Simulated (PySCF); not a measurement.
BF₂, SMILES F[B]F (connectivity only; charge and spin as stated), charge +1, multiplicity 1. Atoms are numbered in the order given.

```xyz
3

F      0.0000     0.0000     1.2386
B      0.0000     0.0000     0.0000
F      0.0000     0.0000    -1.2386
```
Charge +1, spin multiplicity 1.

Geometry: PBE-D3(BJ)/def2-TZVP. The spin state was assumed, not searched. The isomer is the one that the SMILES or the coordinates give; other isomers of the formula were not compared.

These are PBE-D3(BJ)/def2-TZVP in PySCF values and carry that method's errors.

Frequencies are harmonic and unscaled.

Modes within 1.5 cm⁻¹ of each other (mostly degenerate sets) share a row, with their intensities summed.

Computed harmonic wavenumbers and intensities:
| mode | ν (cm⁻¹) | IR (km/mol) | moving atoms (share of kinetic energy) |
|---|---|---|---|
| 1–2 | 446 | 245.9 | B 78 %, F 22 % |
| 3 | 999 | 0.0 | F 100 % |
| 4 | 2030 | 400.2 | B 78 %, F 22 % |
